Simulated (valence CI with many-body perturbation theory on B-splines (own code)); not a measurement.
Values are calculated unless marked as measured or tabulated.
## Ladder of approximations for Br13+

Method: valence CI with perturbative core correlation (CI+MBPT): four valence electrons over a frozen Dirac-Fock core [Ar], a basis of 9 s, 9 p, 10 d, 8 f, 5 g, 3 h, 1 i functions for each j, with the one-electron correlation potential Σ1, the two-electron term Σ2, the three-electron term Σ3, Breit, model QED; selected CI, second order for the rest (own B-spline code, finite nucleus).

No measured spectrum was set against this ion. As an estimate, terms of the open shell hold to 2 to 4 % of their energy, and close levels can change places. Core correlation moves these levels by up to 7200 cm⁻¹, and in measured spectra 5 to 20 % of such shifts remained as error; rates that hang on mixing are uncertain with them. Only levels of the ground parity were solved; by the run's estimate the other parity begins above the list, which can be wrong where configurations are misplaced.

Each rung adds one term. CI alone is the Dirac-Coulomb CI over the frozen core; QED comes last and gives the full result, which names the levels. Energies are above 3d⁴ ⁵D_0 on the same rung, in cm⁻¹.

Names give the largest LS component (configuration and term), which can be under half, so a name can repeat, a term be missing and a line seem to break the LS rules; names also repeat where a configuration has a term twice. Letters in brackets count levels of one name in rising energy.

```tsv
Level	CI alone	Σ1	Σ2	Σ3	Breit	QED	Full
3d⁴ ⁵D_1	1885	+61	+121	+15	-204	+11	1889
3d⁴ ⁵D_2	4871	+141	+255	+21	-520	+23	4791
3d⁴ ⁵D_3	8444	+219	+371	+20	-902	+36	8188
3d⁴ ⁵D_4	12340	+291	+477	+12	-1346	+47	11820
3d⁴ ³P_0 [a]	48733	+131	-1271	-383	+216	-6.5	47420
3d⁴ ³H_4	53527	+235	-546	-613	-607	+8.2	52004
3d⁴ ³P_1 [a]	57444	+333	-1084	+43	-377	+26	56386
3d⁴ ³H_5	57957	+370	-251	-414	-1243	+31	56450
3d⁴ ³H_6	61167	+438	-8.4	-405	-1859	+42	59374
3d⁴ ³F_3 [a]	61703	+318	-1285	-681	-578	+20	59497
3d⁴ ³F_2 [a]	62512	+354	-1073	-529	-616	+27	60675
3d⁴ ³F_4 [a]	64657	+439	-845	-577	-1087	+42	62630
3d⁴ ³P_2 [a]	68816	+538	-1077	+59	-1103	+55	67288
3d⁴ ³G_3	72394	+522	-1274	-660	-1042	+51	69993
3d⁴ ³G_4	73552	+484	-1400	-1042	-1284	+42	70353
3d⁴ ³G_5	76785	+598	-1120	-729	-1814	+63	73783
3d⁴ ³D_3	87810	+484	-3657	-1270	-876	+36	82526
3d⁴ ³D_2	88561	+509	-3276	-979	-911	+43	83946
3d⁴ ¹I_6	86918	+583	-82	-977	-1892	+53	84602
3d⁴ ³D_1	90987	+581	-3413	-1310	-830	+51	86066
3d⁴ ¹G_4 [a]	93110	+726	-536	-2471	-1615	+77	89291
3d⁴ ¹S_0 [a]	102094	+665	-1874	-4737	-1015	+61	95194
3d⁴ ¹D_2 [a]	108081	+684	-3274	+1447	-1029	+57	105967
3d⁴ ¹F_3	121502	+649	-4572	-49	-1054	+45	116521
3d⁴ ³P_2 [b]	138924	+664	-4983	+289	-719	+37	134213
3d⁴ ³F_4 [b]	141052	+713	-3438	-151	-1056	+45	137164
3d⁴ ³F_2 [b]	142661	+775	-3806	-36	-930	+53	138718
3d⁴ ³F_3 [b]	143918	+812	-3626	-95	-1119	+60	139950
3d⁴ ³P_1 [b]	147160	+836	-4938	+372	-857	+63	142635
3d⁴ ³P_0 [b]	151429	+928	-4834	+279	-1077	+76	146800
3d⁴ ¹G_4 [b]	160794	+836	-4083	+178	-1267	+54	156513
```

The middle columns are the shifts that each term adds.

(1) How does the ionisation energy move along the ladder, and which term matters most?

Answers

(1) CI alone 427.35, + Σ1 429.64, + Σ2 435.59, + Σ3 435.60, + Breit 435.52, + QED 435.54 eV. The largest step is Σ2, 5.95 eV. NIST lists 436 ± 3 eV (theoretical).
